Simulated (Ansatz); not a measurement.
```yaml
crystal:
  periodic: [false, false, false]
  atoms:
    - {symbol: F, position_ang: [-2.037479, -0.086939, 1.212151]}
    - {symbol: C, position_ang: [-0.809263, -0.665923, 0.987120]}
    - {symbol: C, position_ang: [-0.205304, -0.123049, -0.289250]}
    - {symbol: F, position_ang: [-1.001385, -0.519821, -1.355238]}
    - {symbol: C, position_ang: [-0.213007, 1.398569, -0.331268]}
    - {symbol: F, position_ang: [0.521338, 1.898973, 0.722885]}
    - {symbol: C, position_ang: [1.196555, -0.647060, -0.502760]}
    - {symbol: F, position_ang: [1.262707, -2.003276, -0.270031]}
    - {symbol: H, position_ang: [-0.942857, -1.745127, 0.899427]}
    - {symbol: H, position_ang: [-0.157338, -0.438935, 1.834761]}
    - {symbol: H, position_ang: [-1.240296, 1.756508, -0.251528]}
    - {symbol: H, position_ang: [0.231053, 1.751345, -1.266347]}
    - {symbol: H, position_ang: [1.493313, -0.460088, -1.538433]}
    - {symbol: H, position_ang: [1.889064, -0.144377, 0.177412]}
basis:
  gaussian: {orbitals: def2-TZVPD}
magnetization: {spin_polarized: true, initial_magnetization: 3}
hamiltonian: {xc: {name: HF}}
correlation: {method: ccsd}
accuracy: high
scf: {lower_state_search: off}
```

```sh
$ ansatz run in.yaml --threads 2 --pin off --events-out ev --progress --plain --max-ram 32768MiB --backend cuda --devices 0, --max-vram 18GiB
```

It prints (some lines left out):

```
Error: a molecule whose nuclei and cores have a total charge of 66 cannot have a net charge of 0 together with 3 unpaired electrons
```

Question: Something in this input is off. What?

Answer: The number of unpaired electrons doesn't fit the electron count. The program refused the input.
